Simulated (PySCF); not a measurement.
**Computed properties of In(H)(Br)(vinyl) (C₂H₄BrIn), SMILES [InH]([CH]=C)[Br]**

C2H4BrIn, SMILES [Br][InH][CH]=C. The structure is a stationary point at PBE0-D3(BJ)/def2-SVP. The def2 effective core potentials stand for the cores of In; spin–orbit coupling is left out. One conformer was computed; it need not be the lowest. All values are computed for the isolated molecule unless a solvent is named; none is compared with measurement here.

**Structure.** The optimised structure has Cs symmetry. All 18 harmonic modes at PBE0-D3(BJ)/def2-SVP (PySCF) are real, so it is a minimum. With heavy atoms numbered as in [InH:1]([Br:3])[CH:4]=[CH2:5], the shortest bond between them is C4–C5 at 1.338 Å and the longest In1–Br3 at 2.507 Å.

**Vibrations.** The strongest infrared lines (harmonic, unscaled, degenerate partners summed) lie at 1833 cm⁻¹ (166 km/mol, H 99 %), 456 cm⁻¹ (136 km/mol, H 73 %, C 19 %), 471 cm⁻¹ (62 km/mol, H 71 %, C 26 %). The softest mode is at 61 cm⁻¹ and the zero-point energy is 30.2 kcal/mol.

**Electronic structure.** r2SCAN/def2-TZVP (PySCF) places the frontier levels at -6.73 and -2.53 eV, a gap of 4.20 eV, and gives a dipole moment of 3.43 D and a mean polarisability of 83.4 bohr³. PBE/def2-TZVP (PySCF) at the same geometry gives -6.44 and -2.72 eV, so its gap is 0.48 eV narrower. An orbital gap is neither the optical nor the fundamental gap.

**Excitations.** TDA-ωB97X/def2-SVPD (PySCF) has S1 at 4.93 eV (251 nm, f = 0.000, dark); the most intense of the 10 singlets computed lies at 7.45 eV (f = 0.75). T1 (TDA) is at 4.21 eV, 0.72 eV under S1. TDA-PBE/def2-SVPD (PySCF) puts S1 at 3.77 eV. No vertical singlet excitation falls in the visible range (under 3.1 eV).
